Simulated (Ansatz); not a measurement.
Wavefunction ladder for C$_{5}$H$_{13}$AlS, SMILES `CC(C)[S][Al]([CH3])[CH3]`

| atom | x (Å) | y (Å) | z (Å) |
| --- | --- | --- | --- |
| C1 | -2.7906 | -0.7649 | 0.0603 |
| C2 | -1.4819 | -0.0620 | -0.2522 |
| C3 | -1.7058 | 1.3035 | -0.8733 |
| S4 | -0.5135 | 0.0862 | 1.3075 |
| Al5 | 1.5554 | -0.1213 | 0.6444 |
| C6 | 1.9247 | -0.4497 | -1.2473 |
| C7 | 2.9311 | 0.0111 | 2.0186 |
| H8 | -3.3748 | -0.1887 | 0.7824 |
| H9 | -3.3870 | -0.8722 | -0.8508 |
| H10 | -2.6183 | -1.7567 | 0.4804 |
| H11 | -0.9015 | -0.6811 | -0.9402 |
| H12 | -2.2377 | 1.9590 | -0.1795 |
| H13 | -0.7609 | 1.7854 | -1.1311 |
| H14 | -2.3045 | 1.2118 | -1.7853 |
| H15 | 2.9942 | -0.3789 | -1.4631 |
| H16 | 1.5987 | -1.4526 | -1.5436 |
| H17 | 1.4040 | 0.2570 | -1.9000 |
| H18 | 2.5111 | 0.1583 | 3.0160 |
| H19 | 3.5498 | -0.8919 | 2.0435 |
| H20 | 3.6074 | 0.8477 | 1.8134 |

The species carries charge 0 and has multiplicity 1. All single points use the PBE0-D4/def2-TZVP geometry. It is one conformer, not always the lowest. Frozen core, restricted reference, Ansatz. CBS rows extrapolate triple and quadruple zeta; past MP2 they add the triple-zeta difference.

```json
{"basis": "def2-SVP", "HF (Eh)": "-836.07536", "MP2 corr.": "-0.92160"}
{"basis": "def2-TZVPP", "HF (Eh)": "-836.51302", "MP2 corr.": "-1.14487"}
{"basis": "def2-QZVPP", "HF (Eh)": "-836.54052", "MP2 corr.": "-1.22206"}
```

**Question.** Estimate the CCSD correlation energy and the (T) correction in each basis where they were run (hartree).

**Answer.** 
```csv
basis,CCSD corr.,(T)
def2-SVP,-1.01318,-0.03089
def2-TZVPP,-1.22507,-0.05110
CBS(def2),-1.35943,as TZ
```
